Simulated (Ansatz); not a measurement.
ClGeH$_{3}$N (`[NH2][GeH][Cl]`) radical. The species carries charge 0 and has multiplicity 2.

```xyz
6

N    -0.068    0.375    0.882
Ge   -0.118    0.032   -0.921
Cl    1.599   -1.247   -1.265
H    -0.825    0.941    1.242
H     0.815    0.715    1.237
H    -1.402   -0.816   -1.175
```

Task: List the harmonic frequencies (cm⁻¹, unscaled) at PBE0-D4/def2-TZVP in Ansatz. (An estimate is asked.)

Result: Ansatz gave: 147, 243, 404, 523, 587, 635, 698, 864, 1567, 2009, 3554, 3657.

Task: Is this a minimum?

Result: Yes, all 12 modes are real.

Task: Give the ideal-gas thermochemistry at 298.15 K and 1 bar (rigid rotor, harmonic oscillator; point group C1, symmetry number 1).

Result: Zero-point energy 89.0 kJ/mol; H(298) − E = 104.6 kJ/mol; entropy 312.1 J/(mol·K), of which translation 169.1, rotation 106.3, vibration 30.9, electronic 5.8; G(298) − E = 11.6 kJ/mol.

Task: And at 400, 500, 600, 800 and 1000 K?

Result: 
| T (K) | H − E (kJ/mol) | S (J/mol/K) | G − E (kJ/mol) |
| --- | --- | --- | --- |
| 400 | 112.7 | 335.4 | -21.5 |
| 500 | 121.4 | 354.8 | -56.0 |
| 600 | 130.8 | 371.8 | -92.3 |
| 800 | 150.7 | 400.5 | -169.7 |
| 1000 | 171.9 | 424.1 | -252.2 |
